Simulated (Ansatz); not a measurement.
Ideal-gas functions of `OC(F)(Br)[TeH]` at 600 K and 1 bar, from an Ansatz frequency run at PBE0-D4/def2-TZVP.

Molar mass 256.53 g/mol, point group C1 (symmetry number 1), electronic degeneracy 1, moments of inertia 166.193, 651.951, 723.193 u Å². Harmonic wavenumbers (cm⁻¹, unscaled): 99, 133, 233, 261, 316, 342, 374, 613, 634, 739, 1035, 1165, 1307, 2169, 3780.

Use S(trans) = R[1.5 ln M + 2.5 ln T − 1.1517]; rotational temperatures θ = 24.2544 K / I; S(rot) = R[ln(√π/σ · √(T³/θAθBθC)) + 1.5]; for each mode x = 1.438777 ν̃/T, S = R[x/(eˣ − 1) − ln(1 − e⁻ˣ)] and H = RT x/(eˣ − 1); 1 cm⁻¹ = 0.0119627 kJ/mol; R = 8.31446 J/(mol·K).

Problem. By hand: the entropy, in J/(mol·K).

Solution. Translation 192.6. Rotation: θ = 0.1459, 0.0372, 0.0335 K, giving 132.8. Vibration, mode by mode: 20.29, 17.85, 13.26, 12.35, 10.82, 10.19, 9.49, 5.82, 5.59, 4.57, 2.61, 2.04, 1.56, 0.29, 0.01, in all 116.7. Electronic 0.0. Sum 442.1 J/(mol·K).

Problem. By hand: H − E and G − E in kJ/mol, counted from the electronic energy.

Solution. Zero-point energy ½ × 13200 × 0.0119627 = 79.0; thermal vibration 34.6; translation, rotation and pV give 4 RT = 20.0. H − E = 133.6 kJ/mol, and G − E = 133.6 − 600 × 442.1/1000 = -131.7 kJ/mol.

Vibration gives 26 % of the entropy, 38.1 J/(mol·K) of it from the modes under 150 cm⁻¹: soft modes count most, and the harmonic formula is weakest for them. The sum counts one conformer and one mirror image; others add a mixing term.
